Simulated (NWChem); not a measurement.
All runs are NWChem calculations. System: BCl, charge 0, spin multiplicity 1, at a geometry optimised with PBE0/def2-SVP. The structure started from a generated list of species. Level: PBE/6-31G* (spherical d).

Input file:

```
start mol
memory heap 200 mb stack 900 mb global 1100 mb
geometry units angstroms nocenter noautoz
  B      0.000000     0.000000    -1.328511
  Cl     0.000000     0.000000     0.390738
  symmetry group C2v
end
basis spherical
  * library 6-31g*
end
dft
  xc xpbe96 cpbe96
  semidirect memsize 60000000 filesize 0
  iterations 100
end
property
  dipole
  response 1 0.0428
end
task dft property
```

NWChem printed:

```
             Northwest Computational Chemistry Package (NWChem) 7.3.0
             --------------------------------------------------------

                                NWChem Input Module
                                -------------------

 Scaling coordinates for geometry "geometry" by  1.889725989
 (inverse scale =  0.529177249)

 Turning off AUTOSYM since
 SYMMETRY directive was detected!

                             Geometry "geometry" -> ""
                             -------------------------

 Output coordinates in angstroms (scale by  1.889725989 to convert to a.u.)

  No.       Tag          Charge          X              Y              Z
 ---- ---------------- ---------- -------------- -------------- --------------
    1 B                    5.0000     0.00000000     0.00000000    -1.32851100
    2 Cl                  17.0000     0.00000000     0.00000000     0.39073800

 Effective nuclear repulsion energy (a.u.)      26.1626245907

            Nuclear Dipole moment (a.u.)
            ----------------------------
        X                 Y               Z
 ---------------- ---------------- ----------------
     0.0000000000     0.0000000000    -0.0000170075

      Symmetry information
      --------------------

 Group name             C2v
 Group number             16
 Group order               4
 No. of unique centers     2

      Symmetry unique atoms

     1    2


 Summary of "ao basis" -> "" (spherical)
 ------------------------------------------------------------------------------
       Tag                 Description            Shells   Functions and Types
 ---------------- ------------------------------  ------  ---------------------
 *                           6-31g*                   on all atoms

  pbe96 is a nonlocal functional; adding pw91lda local functional.
                              NWChem Property Module
                              ----------------------

                                 NWChem DFT Module
                                 -----------------

 Summary of "ao basis" -> "ao basis" (spherical)
 ------------------------------------------------------------------------------
       Tag                 Description            Shells   Functions and Types
 ---------------- ------------------------------  ------  ---------------------
 B                           6-31g*                  6       14   3s2p1d
 Cl                          6-31g*                  8       18   4s3p1d

 Summary of "ao basis" -> "ao basis" (spherical)
 ------------------------------------------------------------------------------
       Tag                 Description            Shells   Functions and Types
 ---------------- ------------------------------  ------  ---------------------
 B                           6-31g*                  6       14   3s2p1d
 Cl                          6-31g*                  8       18   4s3p1d

            General Information
            -------------------
          SCF calculation type: DFT
          Wavefunction type:  closed shell.
          No. of atoms     :     2
          No. of electrons :    22
           Alpha electrons :    11
            Beta electrons :    11
          Charge           :     0
          Spin multiplicity:     1
          Use of symmetry is: off; symmetry adaption is: off
          Maximum number of iterations: 100
          AO basis - number of functions:    32
                     number of shells:    14
          Convergence on energy requested:  1.00D-06
          Convergence on density requested:  1.00D-05
          Convergence on gradient requested:  5.00D-04

              XC Information
              --------------
          PerdewBurkeErnzerhof Exchange Functional  1.000
            Perdew 1991 LDA Correlation Functional  1.000 local
           PerdewBurkeErnz. Correlation Functional  1.000 non-local

             Grid Information
             ----------------
          Grid used for XC integration:  medium
          Radial quadrature: Mura-Knowles
          Angular quadrature: Lebedev.
          Tag              B.-S. Rad. Rad. Pts. Rad. Cut. Ang. Pts.
          ---              ---------- --------- --------- ---------
          B                   0.85       49           7.0       434
          Cl                  1.00       88           7.0       590
          Grid pruning is: on
          Number of quadrature shells:   137
          Spatial weights used:  Erf1

          Convergence Information
          -----------------------
          Convergence aids based upon iterative change in
          total energy or number of iterations.
          Levelshifting, if invoked, occurs when the
          HOMO/LUMO gap drops below (HL_TOL):  1.00D-02
          DIIS, if invoked, will attempt to extrapolate
          using up to (NFOCK): 10 stored Fock matrices.

                    Damping( 0%)  Levelshifting(0.5)       DIIS
                  --------------- ------------------- ---------------
          dE  on:    start            ASAP                start
          dE off:    2 iters        100 iters           100 iters

      Screening Tolerance Information
      -------------------------------
          Density screening/tol_rho:  1.00D-10
          AO Gaussian exp screening on grid/accAOfunc:  14
          CD Gaussian exp screening on grid/accCDfunc:  20
          XC Gaussian exp screening on grid/accXCfunc:  20
          Schwarz screening/accCoul:  1.00D-08

      Superposition of Atomic Density Guess
      -------------------------------------

 Sum of atomic energies:        -483.97667121

      Non-variational initial energy
[...]
------------------------------------------------------------
               write      read    awrite     aread      wait
               -----      ----    ------     -----      ----
     calls:        1         0         0         0         0
   data(b): 5.24e+05  0.00e+00  0.00e+00  0.00e+00
   time(s): 0.00e+00  0.00e+00  0.00e+00  0.00e+00  0.00e+00
rate(mb/s): 0.00e+00  0.00e+00
------------------------------------------------------------

   convergence    iter        energy       DeltaE   RMS-Dens  Diis-err    time
 ---------------- ----- ----------------- --------- --------- ---------  ------
 d= 0,ls=0.0,diis     1   -484.6900009668 -5.11D+02  3.53D-02  2.40D-01     0.4
 d= 0,ls=0.0,diis     2   -484.5700992818  1.20D-01  2.80D-02  9.47D-01     0.4
 d= 0,ls=0.0,diis     3   -484.7214312156 -1.51D-01  5.92D-03  2.11D-02     0.5
 d= 0,ls=0.0,diis     4   -484.7247431697 -3.31D-03  1.52D-03  2.33D-03     0.5
 d= 0,ls=0.0,diis     5   -484.7250930306 -3.50D-04  1.50D-04  4.58D-05     0.5
  Resetting Diis
 d= 0,ls=0.0,diis     6   -484.7250995823 -6.55D-06  5.39D-05  1.28D-06     0.5
 d= 0,ls=0.0,diis     7   -484.7250998406 -2.58D-07  4.86D-06  2.03D-09     0.6

         Total DFT energy =     -484.725099840555
      One electron energy =     -719.475570623449
           Coulomb energy =      240.576615408745
    Exchange-Corr. energy =      -31.988769216574
 Nuclear repulsion energy =       26.162624590722

 Numeric. integr. density =       22.000000023672

     Total iterative time =      0.4s

                       DFT Final Molecular Orbital Analysis
                       ------------------------------------

 Vector    9  Occ=2.000000D+00  E=-3.483676D-01
              MO Center=  1.7D-10,  2.5D-10,  2.2D-01, r^2= 1.3D+00
   Bfn.  Coefficient  Atom+Function         Bfn.  Coefficient  Atom+Function
  ----- ------------  ---------------      ----- ------------  ---------------
    21      0.667026  2 Cl px                25      0.328959  2 Cl px
    17     -0.261167  2 Cl px                22     -0.222184  2 Cl py
     3      0.154185  1 B  px                26     -0.109575  2 Cl py
    18      0.086994  2 Cl py                 7      0.067139  1 B  px
     4     -0.051358  1 B  py                13     -0.028694  1 B  d  1

 Vector   10  Occ=2.000000D+00  E=-3.483676D-01
              MO Center= -3.7D-10, -1.0D-10,  2.2D-01, r^2= 1.3D+00
   Bfn.  Coefficient  Atom+Function         Bfn.  Coefficient  Atom+Function
  ----- ------------  ---------------      ----- ------------  ---------------
    22      0.667026  2 Cl py                26      0.328959  2 Cl py
    18     -0.261167  2 Cl py                21      0.222184  2 Cl px
     4      0.154185  1 B  py                25      0.109575  2 Cl px
    17     -0.086994  2 Cl px                 8      0.067139  1 B  py
     3      0.051358  1 B  px                11      0.028694  1 B  d -1

 Vector   11  Occ=2.000000D+00  E=-2.176737D-01
              MO Center= -1.0D-09,  1.7D-09, -1.5D+00, r^2= 1.7D+00
   Bfn.  Coefficient  Atom+Function         Bfn.  Coefficient  Atom+Function
  ----- ------------  ---------------      ----- ------------  ---------------
     6      0.760934  1 B  s                 23      0.331481  2 Cl pz
     5     -0.301848  1 B  pz                 2      0.261795  1 B  s
    27      0.218727  2 Cl pz                 1     -0.183083  1 B  s
    19     -0.124978  2 Cl pz                20     -0.119661  2 Cl s
     9     -0.096519  1 B  pz                24     -0.084811  2 Cl s

 Vector   12  Occ=0.000000D+00  E=-9.331917D-02
              MO Center= -3.8D-10, -1.8D-10, -1.1D+00, r^2= 1.9D+00
   Bfn.  Coefficient  Atom+Function         Bfn.  Coefficient  Atom+Function
  ----- ------------  ---------------      ----- ------------  ---------------
     3      0.420019  1 B  px                 7      0.405877  1 B  px
     4      0.393539  1 B  py                 8      0.380289  1 B  py
    21     -0.216415  2 Cl px                22     -0.202771  2 Cl py
    25     -0.188661  2 Cl px                26     -0.176767  2 Cl py
    17      0.079816  2 Cl px                18      0.074784  2 Cl py

 Vector   13  Occ=0.000000D+00  E=-9.331917D-02
              MO Center=  1.5D-09, -1.5D-09, -1.1D+00, r^2= 1.9D+00
   Bfn.  Coefficient  Atom+Function         Bfn.  Coefficient  Atom+Function
  ----- ------------  ---------------      ----- ------------  ---------------
     4     -0.420019  1 B  py                 8     -0.405877  1 B  py
     3      0.393539  1 B  px                 7      0.380289  1 B  px
    22      0.216415  2 Cl py                21     -0.202771  2 Cl px
    26      0.188661  2 Cl py                25     -0.176767  2 Cl px
    18     -0.079816  2 Cl py                17      0.074784  2 Cl px

 Vector   14  Occ=0.000000D+00  E= 7.665503D-02
              MO Center=  7.7D-11, -2.5D-12, -4.5D-01, r^2= 3.2D+00
   Bfn.  Coefficient  Atom+Function         Bfn.  Coefficient  Atom+Function
  ----- ------------  ---------------      ----- ------------  ---------------
     6      1.288518  1 B  s                 27      1.228822  2 Cl pz
    24     -1.212078  2 Cl s                  9      1.184257  1 B  pz
     5      0.545581  1 B  pz                20     -0.291611  2 Cl s
    23      0.274595  2 Cl pz                 2      0.190716  1 B  s
    30      0.166851  2 Cl d  0              16      0.139338  2 Cl s

 center of mass
 --------------
 x =   0.00000000 y =   0.00000000 z =  -0.03955230

 moments of inertia (a.u.)
 ------------------
          88.382258661242           0.000000000000           0.000000000000
           0.000000000000          88.382258661242           0.000000000000
           0.000000000000           0.000000000000           0.000000000000

     Multipole analysis of the density
     ---------------------------------

     L   x y z        total         alpha         beta         nuclear
     -   - - -        -----         -----         ----         -------
     0   0 0 0     -0.000000    -11.000000    -11.000000     22.000000

     1   1 0 0      0.000000      0.000000      0.000000      0.000000
     1   0 1 0     -0.000000     -0.000000     -0.000000      0.000000
     1   0 0 1      0.510287      0.255152      0.255152     -0.000017

     2   2 0 0    -13.308567     -6.654284     -6.654284      0.000000
     2   1 1 0     -0.000000     -0.000000     -0.000000      0.000000
     2   1 0 1     -0.000000     -0.000000     -0.000000      0.000000
     2   0 2 0    -13.308567     -6.654284     -6.654284      0.000000
     2   0 1 1      0.000000      0.000000      0.000000      0.000000
     2   0 0 2    -16.452258    -28.617268    -28.617268     40.782278

 *** CALLING NEW AORESP DRIVER FOR CLOSED AND OPEN SHELLS ***
 Entering AOResponse driver routine

--------------------------------------------------------------------------------

          ****************
          *** RESPONSE ***
          ****************

 Response module for NWChem and dynamic CPKS solver

          -----------------------------------------------
          Solving response equations for perturbing field
          -----------------------------------------------

 number of frequencies:     1
 frequency in a.u.:  0.4280000E-01
 Perturbing field: electric
 Using El. Dipole Length Gauge

 Setting up CPKS with frequency omega =      0.04280000 a.u.

                            NWChem Dynamic CPHF Module
                            --------------------------

    scftype = RHF
    nclosed =   11
      nopen =    0
  variables =      462
  num. vecs =        3
  tolerance =   1.0D-04
  max. iter =   50

  int2e_file: Failed to allocate cache ... halving
 SCF residual:    5.5986768107549017E-005

Iterative solution of linear equations
  No. of variables      462
  No. of equations        3
  Maximum subspace       30
       Convergence  1.0D-04

 ga_lkain filestub:cphf_sol
 ga_lkain filesoln:./mol.cphf_sol

   iter   nsub   residual    time
   ----  ------  --------  ---------
     1      3    7.01D+00       1.2
     2      6    1.64D+00       1.4
     3      9    1.75D-01       1.7
     4     12    3.42D-02       2.0
     5     15    3.25D-03       2.4
     6     18    5.78D-04       2.6
     7     21    2.17D-05       2.8

 Electric Dipole Response Matrix (nonzero elements):

              1        2        3
    1   18.8838   0.0000  -0.0000
    2    0.0000  18.8838   0.0000
    3   -0.0000   0.0000  35.0767

 ------------------------------------------
 average:        24.28143 + I       0.00000

 DFT Linear Response polarizability / au
 Frequency  =       0.0428000 / au
 Wavelength =    1064.5643224 / nm
              X              Y              Z
 -----------------------------------------------
 X      18.8838213      0.0000000     -0.0000000
 Y       0.0000000     18.8838213      0.0000000
 Z      -0.0000000      0.0000000     35.0766542
 -----------------------------------------------
 Eigenvalues =      18.8838213     18.8838213     35.0766542
 Isotropic   =      24.2814323
 Anisotropic =      16.1928329
 -----------------------------------------------

 Magnetic Dipole Response Matrix (nonzero elements):
 Optical rotation tensor Beta

              1        2        3
    1    0.0000 -51.0901  -0.0000
    2   51.0901  -0.0000  -0.0000
    3    0.0000   0.0000   0.0000

 ------------------------------------------
 average:        -0.00000 + I       0.00000

 Exiting AOResponse driver routine

          -------------
          Dipole Moment
          -------------

 Center of charge (in au) is the expansion point
         X =       0.0000000 Y =       0.0000000 Z =      -0.0000008

   Dipole moment        0.5102870619 A.U.
             DMX        0.0000000085 DMXEFC        0.0000000000
             DMY       -0.0000000118 DMYEFC        0.0000000000
             DMZ        0.5102870619 DMZEFC        0.0000000000
   -EFC- dipole         0.0000000000 A.U.
   Total dipole         0.5102870619 A.U.

   Dipole moment        1.2970301409 Debye(s)
             DMX        0.0000000216 DMXEFC        0.0000000000
             DMY       -0.0000000300 DMYEFC        0.0000000000
             DMZ        1.2970301409 DMZEFC        0.0000000000
   -EFC- dipole         0.0000000000 DEBYE(S)
   Total dipole         1.2970301409 DEBYE(S)

 1 a.u. = 2.541766 Debyes

 Task  times  cpu:        2.8s     wall:        2.8s

 Total times  cpu:        2.9s     wall:        2.9s
```
